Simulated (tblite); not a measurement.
Compound: C5H4ClN.
Bonds: Cl1–C2, C2–C3 (aromatic), C3–C4 (aromatic), C4–C5 (aromatic), C5–C6 (aromatic), C6–N7 (aromatic), C2–N7 (aromatic). Hydrogens: H8 on C3; H9 on C4; H10 on C5; H11 on C6.

Structure optimised with GFN2-xTB, isolated species.

(1) Give the optimised bond lengths and angles.

Results:

(1) 
```csv
bond,length (Å),order
Cl1–C2,1.721,single
C2–C3,1.390,aromatic
C3–C4,1.384,aromatic
C4–C5,1.388,aromatic
C5–C6,1.385,aromatic
C6–N7,1.322,aromatic
C2–N7,1.315,aromatic
C3–H8,1.078,single
C4–H9,1.080,single
C5–H10,1.078,single
C6–H11,1.081,single
```

Orders are formal, as drawn. A selection of angles:
```csv
angle,degrees
Cl1–C2–C3,119.8
Cl1–C2–N7,116.1
C3–C2–N7,124.2
C2–C3–C4,117.2
C2–C3–H8,120.7
C4–C3–H8,122.0
C3–C4–C5,119.2
C3–C4–H9,120.1
C5–C4–H9,120.7
C4–C5–C6,118.2
C4–C5–H10,121.1
C6–C5–H10,120.7
C5–C6–N7,123.1
C5–C6–H11,121.7
N7–C6–H11,115.2
C2–N7–C6,118.1
```

The 6-membered ring C2–C3–C4–C5–C6–N7 has internal angles of 117.2° to 124.2°; it is planar, 0.00 Å rms from its mean plane, widest ring torsion 0°. The 7 heavy atoms lie in one plane (0.000 Å rms).

Point group: Cs (every atom within 0.08 Å of its image). Its GFN2-xTB frequencies are all real (lowest 164 cm⁻¹).

These are computed values.
